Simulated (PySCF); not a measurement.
Excitations are Tamm–Dancoff values on a coarser integration grid. The basis has no diffuse functions, so Rydberg states are missing or too high.

Z-matrix (Å, degrees):
```
Si
H 1 1.4904
H 1 1.4904 2 107.97
Si 1 2.3377 2 109.85 3 -119.78
H 4 1.4874 1 109.59 2 179.77
H 4 1.4874 5 108.61 1 -119.69
H 4 1.4877 5 108.77 6 -118.23
Si 1 2.3385 2 109.12 3 118.49
H 8 1.4904 1 109.12 2 -180.00
H 8 1.4904 9 107.97 1 118.49
Si 8 2.3377 9 109.85 10 119.78
H 11 1.4874 8 109.59 9 -179.77
H 11 1.4874 12 108.61 8 119.69
H 11 1.4877 12 108.77 13 118.23
```
Charge 0, spin multiplicity 1.

Problem. Give the LUMO, HOMO and T1 excitation (TDA) at the level PBE0-D3(BJ)/def2-TZVP in PySCF 2.14.0.

Solution. 
```json
{
  "LUMO": "-0.54 eV",
  "HOMO": "-7.72 eV",
  "T1 excitation (TDA)": "5.26 eV"
}
```
